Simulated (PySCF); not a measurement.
## Molecular orbitals of K₂

PBE at R = 4.022 Å; PySCF, no relativity, basis sets K def2-SVP. State: ¹Σg⁺ (singlet), closed shell. Only the outer orbitals are listed.

```csv
orbital,occ.,ε (eV),main shells (%)
σg,2,-18.74,100 p
πu,2,-18.72,100 p
πu,2,-18.72,100 p
πg,2,-18.71,100 p
πg,2,-18.71,100 p
σu,2,-18.67,100 p
σg,2,-2.58,97 s
σu,0,-1.66,"85 s, 15 p"
πu,0,-0.76,98 p
πu,0,-0.76,98 p
```

Task: Which are the highest filled and the lowest empty level, where do they sit, and how wide is the gap?

Result: Highest filled σg at -2.58 eV (in %: 97 s); lowest empty σu at -1.66 eV (in %: 85 s, 15 p); the gap at PBE is 0.92 eV.

* bond order (Mayer): 1.01
* ⟨S²⟩: 0.000
* polarisability along the bond: 670.0 bohr³
* polarisability across the bond: 283.3 bohr³

Closed-shell solutions of metal pairs were not tested for spin polarisation, which can lower them a little.
